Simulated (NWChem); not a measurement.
Species: P2H cation; SMILES P#[PH+]

Results from NWChem. Each level has its own optimisation; frequencies are unscaled.

```tsv
level	r P–P (Å)	r H–P (Å)	highest harmonic frequency (cm⁻¹)	lowest (cm⁻¹)	zero-point energy (kcal/mol)
BLYP/def2-SVP	1.908	1.435	2324	30	4.5
Hartree-Fock/3-21G	1.912	___	___	___	___
PBE-D3(BJ)/def2-SVP	1.899	1.437	2340	134	4.8
```

**Question.** Some entries are withheld; supply them.

**Answer.** 
- Hartree-Fock/3-21G, r H–P (Å): 1.397
- Hartree-Fock/3-21G, highest harmonic frequency (cm⁻¹): 2531
- Hartree-Fock/3-21G, lowest (cm⁻¹): 239
- Hartree-Fock/3-21G, zero-point energy (kcal/mol): 5.4
